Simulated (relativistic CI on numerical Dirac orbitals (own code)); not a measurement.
Hyperfine structure of In XIV, mass number 115

Calculated at this level of theory: Dirac-Coulomb-Breit CI, separate exchange-only KLI orbitals for each configuration, a model potential for QED, unscaled Slater integrals (own radial code, finite nucleus).

CI space (outside the closed core [Ar] 3d10): 4s2.4p6, 4s2.4p5.4d, 4s.4p6.4d, 4s2.4p5.4f, 4s.4p6.4f, 4s2.4p5.5s, 4s2.4p5.5p, 4s.4p6.5s, 4s2.4p5.5d, 4p6.4d2, 4p5.4d3, 4p5.4d2.4f, 4p5.4d2.5s, 4p5.4d2.5p, 4p6.4f2, 4p5.4d.4f2, 4p5.4f3, 4p5.4f2.5s, 4p5.4f2.5p. Double excitations out of closed p, d and f shells are left out; levels of such configurations are missing from the list, as are those of other unlisted configurations, and high levels can miss mixing partners. These lack a partner that the ground configuration has and come out too high: 4s2.4p5.5d.

Nuclear spin I = 9/2, μ = 5.5326 μN, Q = 0.772 b (tables of Stone and Pyykkö). The electronic factors are computed for point nuclear moments, without core polarisation or the Bohr-Weisskopf and QED corrections.

| Level | E (eV) | A (MHz) | B (MHz) |
| --- | --- | --- | --- |
| 4s2.4p5.4d 3P°_1 | 63.0925 | 2583 | 1720 |
| 4s2.4p5.4d 3P°_2 | 65.1637 | 2264 | 1670 |
| 4s2.4p5.4d 3F°_4 | 65.2948 | 4913 | -9860 |
| 4s2.4p5.4d 3F°_3 | 65.3943 | 7316 | -10800 |
| 4s2.4p5.4d 3D°_3 | 69.5531 | 4228 | 4510 |
| 4s2.4p5.4d 3D°_1 | 72.4444 | -2500 | 3080 |
| 4s2.4p5.4d 3F°_2 | 73.5841 | 16880 | 7340 |
| 4s2.4p5.4d 3D°_2 | 75.7109 | -6273 | 5540 |

Levels with J = 0, under 50 % of one LS term, or S terms without an open s electron are left out. Small factors come from cancelling terms and can be off by tens of per cent or more.

At this charge energies of transitions that change n are usually good to better than 1 %, and those within a shell (Δn = 0) to a few per cent.

Give the hyperfine levels of 4s2.4p5.4d 3F°_3 relative to its centre of gravity.

With K = F(F + 1) − I(I + 1) − J(J + 1), E = AK/2 + B[¾K(K + 1) − I(I + 1)J(J + 1)]/[2I(2I − 1)J(2J − 1)]: F = 3/2: -125600, F = 5/2: -105100, F = 7/2: -77000, F = 9/2: -41930, F = 11/2: -701.5, F = 13/2: 45690, F = 15/2: 96080 MHz.

LS names give the leading component of a level, which can be under half, so a name can repeat, a term be missing and a line seem to break the LS rules.
